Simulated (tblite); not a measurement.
A tight-binding relaxation on `N([SiH3])([SiH3])[Si@H]1[Se][SiH2]C=C1`.

Computed with GFN2-xTB geometry optimisation, gas phase (tblite 0.8.0). Start geometry: from a force field or distance geometry. The command runs a driver script over a list of jobs; the input below is this job's line of settings and its coordinates in Å.

Command:
```bash
OMP_NUM_THREADS=1 python probes_run.py task.json out
```

Input:
```
{"job": {"kind": "relax", "xc": "GFN2-xTB", "basis": "xTB"}, "charge": 0, "multiplicity": 1}
Si    -1.507000    -1.272900     1.360500
N     -1.344500    -0.774300    -0.365700
Si    -2.780900     0.204400    -0.725200
Si     0.042600     0.311700    -0.620300
C      1.578100    -0.521200    -1.106500
C      2.714400    -0.185100    -0.659300
Si     2.933200     1.158800     0.545500
Se     0.789400     1.200900     1.378400
H     -2.872900    -1.791800     1.566900
H     -1.335300    -0.123400     2.252500
H     -0.588400    -2.322900     1.751400
H     -3.402000    -0.295900    -1.943700
H     -2.435400     1.629900    -0.959700
H     -3.711600     0.243700     0.409700
H     -0.328600     1.363400    -1.562400
H      1.501100    -1.374300    -1.863200
H      3.659800    -0.737200    -1.006500
H      3.200700     2.443600    -0.089500
H      3.877300     0.851800     1.629600
```

Output:
```
step      E/eV     max force
  0    -624.59333    5.171
  1    -624.87808    3.406
  2    -625.03334    1.272
  3    -625.09694    0.998
  4    -625.19480    1.442
  5    -625.28356    0.958
  6    -625.33782    0.522
  7    -625.38181    0.546
  8    -625.41788    0.597
  9    -625.45646    0.539
... (169 lines left out)
179    -625.86621    0.015
180    -625.86625    0.011
181    -625.86628    0.011
182    -625.86632    0.012
183    -625.86635    0.011
184    -625.86638    0.012
185    -625.86641    0.011
186    -625.86643    0.013
187    -625.86645    0.011
188    -625.86647    0.008
```

«max force» is the largest atomic force in eV/Å.

Task: From which step on does the largest force stay under 0.1 eV/Å, and how much energy is left to gain from there?

Result: From step 143 (0.075 eV/Å), 12.3 meV above the end.

Main results: energy lowered by 29.4 kcal/mol over 188 steps; largest atomic force 0.008 eV/Å at the end.

Task: Give the final coordinates.

Result: 0.752 Å rms from the input after alignment:
```
atom  x, y, z in Å
Si1   -1.2004   -1.1507    1.3515
N2    -1.3944   -0.2159   -0.1154
Si3   -2.9851    0.3493   -0.5649
Si4   -0.0145    0.5533   -0.8277
C5     1.4027   -0.6719   -1.0464
C6     2.5901   -0.4508   -0.4961
Si7    2.9072    1.0785    0.5605
Se8    0.8995    2.1723    0.5191
H9    -2.2007   -2.2132    1.2867
H10   -1.3986   -0.3044    2.5288
H11    0.1552   -1.7020    1.3324
H12   -2.9577    0.5398   -2.0135
H13   -3.2897    1.6050    0.1210
H14   -3.9197   -0.7072   -0.1886
H15   -0.3981    1.1751   -2.0930
H16    1.2215   -1.5560   -1.6433
H17    3.4028   -1.1528   -0.6323
H18    3.9339    1.9390   -0.0270
H19    3.2363    0.7217    1.9407
```

On one thread of an Arm Neoverse N1, on a shared host, this took 4.2 s of wall time.
Labels such as C1 count atoms from 1, the log's own numbers from 0.
